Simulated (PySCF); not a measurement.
TaCl: one state, many levels of theory

State: quintet, unpaired electrons σ ↑, π ↑, δ ↑↑. Set-up: Ta def2-TZVPPD with ECP60, Cl def2-TZVPPD; scalar-relativistic core potentials (PySCF 2.14). De refers to Ta (5d3 6s2) + Cl in their high-spin ground configurations, without counterpoise correction. The functionals are run spin-unrestricted. A positive dipole means Ta(−)Cl(+).

| Level | Re (Å) | ωe (cm⁻¹) | De (eV) | μ (D) | CPU s a point (SCF and correlation, without the integrals) |
| --- | --- | --- | --- | --- | --- |
| UHF-MP2 | 2.285 | 383 | n/a | n/a | 33 |
| UHF-SCS-MP2 | 2.310 | 368 | n/a | n/a | n/a |
| UHF-CCSD | 2.313 | 370 | 3.97 | n/a | n/a |
| UHF-CCSD(T) | 2.306 | 374 | 4.02 | n/a | 310 |
| PBE | 2.291 | 369 | n/a | -2.58 | 2 |
| PBEsol | 2.269 | 383 | n/a | -2.46 | 1.2 |
| BP86 | 2.294 | 368 | n/a | -2.55 | 1.2 |
| TPSS | 2.303 | 366 | n/a | -2.74 | 2.9 |
| r²SCAN | 2.299 | 369 | n/a | -2.89 | 3 |
| B3LYP | 2.316 | 359 | n/a | -2.94 | 5 |
| PBE0 | 2.292 | 373 | n/a | -2.96 | 8.6 |
| M06-2X | 2.315 | 357 | n/a | -3.11 | 12 |
| CAM-B3LYP | 2.312 | 364 | n/a | -3.04 | 18 |

The bond length runs from 2.269 Å (PBEsol) to 2.316 Å (B3LYP).

Correlated steps freeze 5 core orbitals. De is left out where the level can put another filling of the metal’s s and d shells below the measured ground configuration, by anything from nothing to about 1 eV. These are scalar-relativistic numbers at best; spin–orbit coupling would shift them, the dissociation energy most. Counting both spins, an empty level lies below a filled one in some of these solutions, because spin and occupation are held. The state is the lowest single determinant that the PBE0 search found; with open d or f shells the true ground state can be another one.

The whole job (state search and all levels along the bond) took about 25 min on 2 threads of Arm Neoverse V2 (shared host), peak memory 6.3 GiB.
